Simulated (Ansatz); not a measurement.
Gas-phase electronic energies from Ansatz, PBE0-D4/def2-TZVP geometries. CBS: MP2 limit from def2 TZ/QZ plus the TZ coupled-cluster correction, frozen cores. DFT in def2-TZVPP. B3LYP here is the variant with VWN-RPA as its local correlation; programs differ in this. def2 core potentials past Kr. For Ge, Sn outer-core shells are correlated without core-valence functions, which leaves a few kJ/mol of doubt a bond. Scalar relativity is left out up to krypton. One conformer a species, not always the lowest.

`[OH][GeH]([F])[CH2]Cl` + `S[SiH2][SnH3]` → `[OH][GeH]([F])[SH]` + `ClC[SiH2][SnH3]`  (redistribution)

`[OH][GeH]([F])[CH2]Cl`:

Cartesian coordinates in Å:
```
O -1.301 -0.205 -1.490
Ge 0.280 -0.300 -0.728
F 1.292 0.911 -1.468
C 0.248 0.209 1.158
Cl -0.628 -1.021 2.097
H -1.745 0.637 -1.366
H 0.844 -1.681 -1.046
H 1.262 0.284 1.549
H -0.252 1.167 1.294
```

`S[SiH2][SnH3]`:

Z-matrix (Å, degrees):
```
Si
Sn 1 2.564
S 1 2.145 2 111.0
H 1 1.485 2 111.1 3 115.3
H 1 1.488 2 110.6 3 -124.2
H 2 1.709 1 109.1 3 53.2
H 2 1.709 1 111.9 3 172.9
H 2 1.706 1 110.4 3 -65.8
H 3 1.344 1 95.0 2 -54.3
```

`[OH][GeH]([F])[SH]`:

Cartesian coordinates in Å:
```
O -1.122 0.381 1.040
Ge -0.292 0.042 -0.472
F -0.237 1.495 -1.414
S 1.842 -0.414 -0.173
H -0.619 0.961 1.619
H -1.137 -0.992 -1.210
H 1.564 -1.472 0.610
```

`ClC[SiH2][SnH3]`:

Z-matrix (Å, degrees):
```
C
Si 1 1.891
Cl 1 1.786 2 109.4
H 1 1.090 2 111.8 3 -118.9
H 1 1.090 2 112.0 3 119.0
Sn 2 2.562 1 109.5 3 54.4
H 2 1.491 1 108.1 3 175.6
H 2 1.486 1 108.6 3 -66.8
H 6 1.708 2 109.6 1 40.8
H 6 1.704 2 111.8 1 -79.9
H 6 1.709 2 110.4 1 159.7
```

```csv
level,ΔE (kcal/mol),difference from CCSD(T)/CBS
PBE-D4,-1.6,-0.8
PBE0-D4,-1.5,-0.7
B3LYP-D4,-1.8,-1.0
ωB97X-V,-1.4,-0.6
ωB97M-V,-1.7,-0.9
B2PLYP,-1.2,-0.4
PBE,-1.2,-0.4
PBE0,-1.1,-0.3
HF/def2-TZVPP,-1.1,-0.3
MP2/def2-TZVPP,-1.1,-0.3
SCS-MP2/def2-TZVPP,-1.1,-0.3
CCSD/def2-TZVPP,-1.0,-0.2
CCSD(T)/def2-TZVPP,-1.2,-0.4
HF/CBS(def2),-1.1,-0.3
MP2/CBS(def2),-0.7,0.1
CCSD/CBS(def2),-0.6,0.2
CCSD(T)/CBS,-0.8,0
```

Largest T1 diagnostic among the species: 0.013.
